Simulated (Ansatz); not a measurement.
Cost and result for the atomization energy of CH$_{6}$AlNOS (11 atoms, 11 bonds).

```xyz
11

N    -0.619   -0.237   -0.524
C     0.835   -0.130   -0.132
S     1.708    1.139   -1.125
O     0.819    0.235    1.170
Al   -0.945    0.104    1.471
H    -0.854   -1.126   -0.950
H    -0.874    0.512   -1.159
H     1.312   -1.100   -0.319
H     1.799    0.406   -2.249
H    -1.438   -1.260    2.125
H    -1.743    1.458    1.692
```

Total charge 0; spin multiplicity 1. The bonds changed during the relaxation, so this is another structure than the one it started from. Geometry: relaxed with PBE0-D4/def2-TZVP. It is one conformer, not always the lowest. Program: Ansatz. All runs use 4 threads of an Arm Neoverse V1 on a shared host. Times are those of one run each, without the atoms' runs, and a repeat can differ threefold. Electronic energies, without spin–orbit coupling; frozen cores. CCSD(T)/CBS adds CCSD(T) − MP2 in def2-TZVPP to the MP2 limit, and its time is that of the two runs behind it. T1 = 0.012. B3LYP takes the VWN-RPA correlation (the form of Gaussian; ORCA's B3LYP/G).

CCSD(T)/CBS is a level of theory with its own doubt, some kJ/mol a heavy atom from the limit and from the frozen cores, so smaller differences don't rank the functionals.

| level | functions | wall time |
| --- | --- | --- |
| PBE-D4/def2-TZVPP (with forces) | 261 | 3.5 s |
| PBE0-D4/def2-TZVPP | 261 | 3.6 s |
| B3LYP-D4/def2-TZVPP (with forces) | 261 | 5.5 s |
| r2SCAN-D4/def2-TZVPP (with forces) | 261 | 6 s |
| B2PLYP/def2-TZVPP | 261 | 6.5 s |
| ωB97X-V/def2-TZVPP | 261 | 9.5 s |
| ωB97M-V/def2-TZVPP (with forces) | 261 | 13 s |
| MP2/def2-QZVPP | 491 | 31 s |
| CCSD(T)/def2-TZVPP | 261 | 2.8 min |
| CCSD(T)/CBS(def2) | – | 3.3 min |

(1) What atomization energy does each give, and how far from CCSD(T)/CBS? (Best estimate.)

Answers

(1) Ansatz gave: 
```tsv
level	atomization (kcal/mol)	difference from CCSD(T)/CBS	per bond
PBE-D4/def2-TZVPP (with forces)	910.4	15.7	1.4
PBE0-D4/def2-TZVPP	890.5	-4.2	-0.4
B3LYP-D4/def2-TZVPP (with forces)	891.5	-3.2	-0.3
r2SCAN-D4/def2-TZVPP (with forces)	894.5	-0.2	0.0
B2PLYP/def2-TZVPP	880.1	-14.6	-1.3
ωB97X-V/def2-TZVPP	899.1	4.4	0.4
ωB97M-V/def2-TZVPP (with forces)	898.6	3.9	0.4
MP2/def2-QZVPP	897.7	3.0	0.3
CCSD(T)/def2-TZVPP	866.6	-28.1	-2.5
CCSD(T)/CBS(def2)	894.7	0.0	0.0
```

From PBE to PBE0 (25 % exact exchange), in def2-TZVPP and without D4, the atomization energy moves by −18.9 kcal/mol: exact exchange takes away binding that semilocal exchange gives to molecules. The D4 term adds +10.0 kcal/mol with B3LYP and +5.2 kcal/mol with PBE0; it sums over pairs of atoms, weighted by their polarisabilities, and B3LYP, whose exchange is more repulsive, gets the larger term. In def2-TZVPP, CCSD(T) changes the Hartree–Fock value by +253.7 kcal/mol (the triples alone add +15.6 kcal/mol) and MP2 by +268.1 kcal/mol; breaking electron pairs costs correlation energy, which Hartree–Fock lacks.
